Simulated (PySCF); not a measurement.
Spin states and ions at one geometry of [Au3]−

PySCF 2.14.0, RKS PBE, Au def2-SVP with ECP60; non-relativistic Hamiltonian with scalar-relativistic core potentials where named; density fitting; no spin-orbit coupling; singlets restricted, open shells unrestricted. The geometry is relaxed for charge -1, singlet, vacuum:

```xyz
3

Au    0.0000    0.0000    2.6109
Au    0.0000    0.0000    0.0000
Au    0.0000    0.0000   -2.6109
```

Energies count from the relaxed state; an electron taken off or put on is at rest in vacuum. Charges and spins are Mulliken's.

| state | energy (eV) | spin squared | charge on Au1 (e) | spin on Au1 (e) | dipole about the centre of mass (D) |
| --- | --- | --- | --- | --- | --- |
| charge -1, singlet, vacuum | 0.00 | 0.00 | -0.33 | 0.00 | 0.00 |
| charge -1, triplet, vacuum | 2.12 | 2.00 | -0.27 | 0.86 | 0.00 |
| charge 0, doublet, vacuum | 3.54 | 0.75 | 0.11 | 0.47 | 0.00 |

What does the state charge -1, quintet, vacuum give?

energy (eV) 6.23, spin squared 6.00, charge on Au1 (e) -0.29, spin on Au1 (e) 1.40, dipole about the centre of mass (D) 0.00.

With an electron taken off (doublet) the charges change, summed by element, by Au +1.00 e. The vertical ionisation energy is 3.54 eV, against −ε(HOMO) = 1.24 eV of the relaxed state. The level lies 2.3 eV too high, as is usual for semilocal functionals and global hybrids, which keep a self-interaction error.

Open shells may have lower solutions than those found. Hard to converge, so the more doubtful: charge -1, triplet, vacuum. The basis has no diffuse functions, which an anion needs.
